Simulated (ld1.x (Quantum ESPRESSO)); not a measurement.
Scattering properties, TM potential for nitrogen

ld1.x (Quantum ESPRESSO) 7.5 input, shortened:

```
&input
   title='N', zed=7., rel=1, dft='PBE', iswitch=3,
   config='[He] 2s2 2p1'
 /
 &inputp
   pseudotype=2, tm=.true., lloc=1,
   nlcc=.true.
 /
2
2S  1  0   2.00   0.00  1.05  1.05  0.0
2P  2  1   1.00   0.00  1.50  1.50  0.0
 &test
   configts(1)='2s2 2p1'
 /
```

The phase is arctan(r·u′/u) with u = r·R(r), unwrapped; energies in Ry, scanned from -6 to 5 Ry. A pole is an energy at which the radial function vanishes at the test radius. The pseudo phase is shifted by a multiple of π to meet the all-electron one at the reference energy, and phase errors are pseudo minus all-electron; the curves can meet again beyond the range given. Levels narrower than the energy grid can be missing from the lists of poles.

For each channel, where are the poles, and over which energies does the pseudopotential scatter like the atom?

```
channel  radius (bohr)  reference energy (Ry)  poles, all-electron  poles, pseudo  unbroken range about the reference energy with phases within 0.05 rad  phase error 1 Ry above the reference energy (rad)
      s           1.65                  -3.61                -2.13          -2.11                                                              below 3.1                                             +0.002
      p           1.65                  -2.76                -1.57          -1.54                                                              below 1.2                                             +0.005
```

Phases in the p channel:

```json
{"E (Ry)": "-6.00", "all-electron": "1.218", "pseudo": "1.221"}
{"E (Ry)": "-5.74", "all-electron": "1.199", "pseudo": "1.202"}
{"E (Ry)": "-5.48", "all-electron": "1.176", "pseudo": "1.180"}
{"E (Ry)": "-5.22", "all-electron": "1.149", "pseudo": "1.153"}
{"E (Ry)": "-4.96", "all-electron": "1.115", "pseudo": "1.119"}
{"E (Ry)": "-4.70", "all-electron": "1.071", "pseudo": "1.076"}
{"E (Ry)": "-4.44", "all-electron": "1.012", "pseudo": "1.018"}
{"E (Ry)": "-4.18", "all-electron": "0.929", "pseudo": "0.936"}
{"E (Ry)": "-3.92", "all-electron": "0.803", "pseudo": "0.811"}
{"E (Ry)": "-3.66", "all-electron": "0.599", "pseudo": "0.608"}
{"E (Ry)": "-3.40", "all-electron": "0.246", "pseudo": "0.255"}
{"E (Ry)": "-3.14", "all-electron": "-0.284", "pseudo": "-0.280"}
{"E (Ry)": "-2.88", "all-electron": "-0.793", "pseudo": "-0.793"}
{"E (Ry)": "-2.62", "all-electron": "-1.117", "pseudo": "-1.117"}
{"E (Ry)": "-2.36", "all-electron": "-1.307", "pseudo": "-1.306"}
{"E (Ry)": "-2.10", "all-electron": "-1.427", "pseudo": "-1.423"}
{"E (Ry)": "-1.84", "all-electron": "-1.509", "pseudo": "-1.504"}
{"E (Ry)": "-1.58", "all-electron": "-1.569", "pseudo": "-1.563"}
{"E (Ry)": "-1.32", "all-electron": "-1.617", "pseudo": "-1.609"}
{"E (Ry)": "-1.06", "all-electron": "-1.657", "pseudo": "-1.647"}
{"E (Ry)": "-0.80", "all-electron": "-1.692", "pseudo": "-1.680"}
{"E (Ry)": "-0.54", "all-electron": "-1.723", "pseudo": "-1.709"}
{"E (Ry)": "-0.28", "all-electron": "-1.753", "pseudo": "-1.736"}
{"E (Ry)": "-0.02", "all-electron": "-1.783", "pseudo": "-1.762"}
{"E (Ry)": "0.24", "all-electron": "-1.812", "pseudo": "-1.788"}
{"E (Ry)": "0.50", "all-electron": "-1.843", "pseudo": "-1.814"}
{"E (Ry)": "0.76", "all-electron": "-1.876", "pseudo": "-1.841"}
{"E (Ry)": "1.02", "all-electron": "-1.912", "pseudo": "-1.869"}
{"E (Ry)": "1.28", "all-electron": "-1.953", "pseudo": "-1.899"}
{"E (Ry)": "1.54", "all-electron": "-2.000", "pseudo": "-1.933"}
{"E (Ry)": "1.80", "all-electron": "-2.056", "pseudo": "-1.972"}
{"E (Ry)": "2.06", "all-electron": "-2.124", "pseudo": "-2.015"}
{"E (Ry)": "2.32", "all-electron": "-2.209", "pseudo": "-2.067"}
{"E (Ry)": "2.58", "all-electron": "-2.317", "pseudo": "-2.128"}
{"E (Ry)": "2.84", "all-electron": "-2.458", "pseudo": "-2.203"}
{"E (Ry)": "3.10", "all-electron": "-2.643", "pseudo": "-2.296"}
{"E (Ry)": "3.36", "all-electron": "-2.876", "pseudo": "-2.414"}
{"E (Ry)": "3.62", "all-electron": "-3.150", "pseudo": "-2.563"}
{"E (Ry)": "3.88", "all-electron": "-3.430", "pseudo": "-2.751"}
{"E (Ry)": "4.14", "all-electron": "-3.679", "pseudo": "-2.976"}
{"E (Ry)": "4.40", "all-electron": "-3.879", "pseudo": "-3.225"}
{"E (Ry)": "4.66", "all-electron": "-4.032", "pseudo": "-3.470"}
{"E (Ry)": "4.92", "all-electron": "-4.149", "pseudo": "-3.687"}
```
